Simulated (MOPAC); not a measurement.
MOPAC input (MNDO):

```
MNDO 1SCF GEO-OK AUX(PRECISION=9) THREADS=1
HAl

Al   -0.00000000 1   -0.00000000 1   -0.11870982 1
H     0.00000000 1    0.00000000 1    1.54322771 1
```

From the last part of the output:

```
                                                       MOPAC v23.2.5 Linux

          FINAL HEAT OF FORMATION =         53.56550 KCAL/MOL =     224.11805 KJ/MOL

          COSMO AREA              =         74.41 SQUARE ANGSTROMS
          COSMO VOLUME            =         59.88 CUBIC ANGSTROMS

          IONIZATION POTENTIAL    =          7.829229 EV
          HOMO LUMO ENERGIES (EV) =         -7.829  0.552
          NO. OF FILLED LEVELS    =          2
          MOLECULAR WEIGHT        =         27.9894         POINT GROUP:  C*v

          MOLECULAR DIMENSIONS (Angstroms)

            Atom       Atom       Distance
            H     2   Al     1     1.66194
            H     2   Al     1     0.00000
           Al     1    H     2     0.00000

          SCF CALCULATIONS        =          1

   ATOM   CHEMICAL          X               Y               Z
  NUMBER   SYMBOL      (ANGSTROMS)     (ANGSTROMS)     (ANGSTROMS)

     1      Al         -0.00000000  *  -0.00000000  *  -0.11870982  *
     2       H          0.00000000  *   0.00000000  *   1.54322771  *

                             CARTESIAN COORDINATES

   1   Al       -0.000000000    -0.000000000    -0.118709820
   2    H        0.000000000     0.000000000     1.543227710

           Empirical Formula: H Al  =     2 atoms

      MOLECULAR POINT GROUP   :   C*v

                  EIGENVALUES
 -11.42643  -7.82923   0.55224   0.55224   3.23903

              NET ATOMIC CHARGES AND DIPOLE CONTRIBUTIONS

  ATOM NO.   TYPE          CHARGE      No. of ELECS.   s-Pop       p-Pop
    1         Al           0.453714        2.5463     1.89489     0.65140
    2          H          -0.453714        1.4537     1.45371
 DIPOLE           X         Y         Z       TOTAL
 POINT-CHG.     0.000     0.000    -3.622     3.622
 HYBRID        -0.000    -0.000     2.678     2.678
 SUM           -0.000    -0.000    -0.944     0.944

          ATOMIC ORBITAL ELECTRON POPULATIONS

     Atom    s        px        py        pz
    1 Al   1.89489   0.00000   0.00000   0.65140
    2  H   1.45371

 **********************
 *                    *
 * JOB ENDED NORMALLY *
 *                    *
 **********************

 == MOPAC DONE ==
```
